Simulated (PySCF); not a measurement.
C₂H₈F₂Si₂, SMILES FC(F)C([SiH3])[SiH3]. Atoms are numbered in the order given.

```xyz
14

F      0.7251     1.1550     1.2659
C      0.5013     1.2108    -0.0817
F     -0.4965     2.1251    -0.2796
C      0.1018    -0.1539    -0.6012
Si    -1.7071    -0.5952    -0.1678
Si     1.3069    -1.5125    -0.0243
H      1.4142     1.6139    -0.5543
H      0.1608    -0.1287    -1.7036
H     -1.9693    -0.3197     1.2696
H     -1.8852    -2.0546    -0.4237
H     -2.6664     0.1587    -1.0199
H      0.9922    -1.9471     1.3635
H      2.7073    -1.0004    -0.0773
H      1.1732    -2.6763    -0.9444
```

The structure is a stationary point at B3LYP-D3(BJ)/def2-SVP. This is a generated structure with no PubChem entry under its InChIKey; it may be hypothetical. Other conformers were not sampled.

Calculation: PBE0/pcSseg-1 (PySCF).

GIAO shieldings, no solvent; atoms listed in one row are averaged. δ = σ(ref) − σ: ¹⁹F against CFCl3 (σ = 167.2 ppm); ¹³C against TMS (σ = 186.3 ppm); ²⁹Si against TMS (σ = 352.7 ppm); ¹H against TMS (σ = 31.56 ppm), references at their B3LYP-D3(BJ)/def2-TZVP geometries, non-relativistic.

```csv
nucleus,atoms,count,δ (ppm)
¹⁹F,F3,1,-116.7
¹⁹F,F1,1,-134.3
¹³C,C2,1,124.4
¹³C,C4,1,12.5
²⁹Si,Si6,1,-67.8
²⁹Si,Si5,1,-71.7
¹H,H7,1,6.42
¹H,"H9, H10, H11",3,4.30
¹H,"H12, H13, H14",3,4.17
¹H,H8,1,1.14
```
